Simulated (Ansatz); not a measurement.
Ideal-gas functions of CH4OSSi, SMILES `SC1O[SiH2]1` at 400 K and 1 bar, from an Ansatz frequency run at PBE0-D4/def2-TZVP.

Molar mass 92.2 g/mol, point group C1 (symmetry number 1), electronic degeneracy 1, moments of inertia 39.865, 181.643, 201.015 u Å². Harmonic wavenumbers (cm⁻¹, unscaled): 194, 280, 365, 487, 615, 650, 710, 766, 823, 916, 948, 1039, 1107, 1259, 2264, 2285, 2670, 3142.

Use S(trans) = R[1.5 ln M + 2.5 ln T − 1.1517]; rotational temperatures θ = 24.2544 K / I; S(rot) = R[ln(√π/σ · √(T³/θAθBθC)) + 1.5]; for each mode x = 1.438777 ν̃/T, S = R[x/(eˣ − 1) − ln(1 − e⁻ˣ)] and H = RT x/(eˣ − 1); 1 cm⁻¹ = 0.0119627 kJ/mol; R = 8.31446 J/(mol·K).

By hand: the entropy, in J/(mol·K).

Translation 171.4. Rotation: θ = 0.6084, 0.1335, 0.1207 K, giving 111.2. Vibration, mode by mode: 11.47, 8.60, 6.62, 4.64, 3.22, 2.92, 2.46, 2.10, 1.79, 1.37, 1.25, 0.96, 0.79, 0.50, 0.02, 0.02, 0.01, 0.00, in all 48.7. Electronic 0.0. Sum 331.3 J/(mol·K).

By hand: H − E and G − E in kJ/mol, counted from the electronic energy.

Zero-point energy ½ × 20520 × 0.0119627 = 122.7; thermal vibration 12.2; translation, rotation and pV give 4 RT = 13.3. H − E = 148.2 kJ/mol, and G − E = 148.2 − 400 × 331.3/1000 = 15.7 kJ/mol.

Vibration gives 15 % of the entropy. The sum counts one conformer and one mirror image; others add a mixing term.
